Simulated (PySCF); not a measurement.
BrF₇: from structure and modes to constants

Computed with B3LYP in PySCF with Br def2-SVP, F def2-SVP; no relativity; density-fitted integrals.

The singlet minimum has D5h symmetry. Masses (u): Br 78.91834, F 18.99840.

```xyz
8
charge 0 multiplicity 1, angstrom
Br    0.0000    0.0000    0.0000
F     0.0002   -0.0001    1.8336
F     1.0638    1.3645    0.0000
F    -1.3752    1.0721    0.5668
F    -1.0638   -1.3645    0.0000
F     1.3753   -1.0722    0.5664
F     0.8498   -0.6626   -1.4835
F    -0.8501    0.6627   -1.4833
```

Harmonic wavenumbers (cm⁻¹): 82.9 (e2'', ×2), 275.8 (e1', ×2), 328.1 (e1'', ×2), 380.0 (a2'', ×1), 451.2 (e2', ×2), 472.8 (e1', ×2), 553.4 (a1', ×1), 582.9 (e1', ×2), 591.2 (e2', ×2), 628.7 (a1', ×1), 746.7 (a2'', ×1).

Problem. Find the principal moments of inertia and the rotational constants. What kind of rotor is it?

Solution. About the centre of mass I = 273.42, 273.42, 319.36 u Å². With B = 16.8576/I this gives 0.06165, 0.06165, 0.05279 cm⁻¹. The molecule is an oblate symmetric top.

Problem. Find the vibrational entropy and heat capacity at 298.15 K.

Solution. With u = 1.43878 ω/T, each mode gives S = R[u/(eᵘ−1) − ln(1−e⁻ᵘ)] and C = R u² eᵘ/(eᵘ−1)².
```csv
ω (cm⁻¹),u,S (J/(mol K)),C (J/(mol K))
82.9 (×2),0.400,15.99,8.20
275.8 (×2),1.331,6.53,7.19
328.1 (×2),1.583,5.31,6.78
380.0,1.834,4.35,6.33
451.2 (×2),2.177,3.31,5.68
472.8 (×2),2.282,3.05,5.48
553.4,2.670,2.25,4.74
582.9 (×2),2.813,2.01,4.47
591.2 (×2),2.853,1.95,4.40
628.7,3.034,1.69,4.07
746.7,3.603,1.07,3.11
```
The sums over all modes are S = 85.6 and C = 102.6 J/(mol K); the softest mode gives 19 % of the entropy (each member, where degenerate).

Problem. Give the standard entropy (298.15 K, 1 bar) by its translational, rotational, vibrational and spin parts, and Cp.

Solution. Sackur–Tetrode with M = 211.91 u gives 175.7; rotation with symmetry number 10 gives 100.0; vibration 85.6; spin R ln 1 = 0.0. The total is 361.3 J/(mol K), and Cp = 4 R + 102.6 = 135.9 J/(mol K).
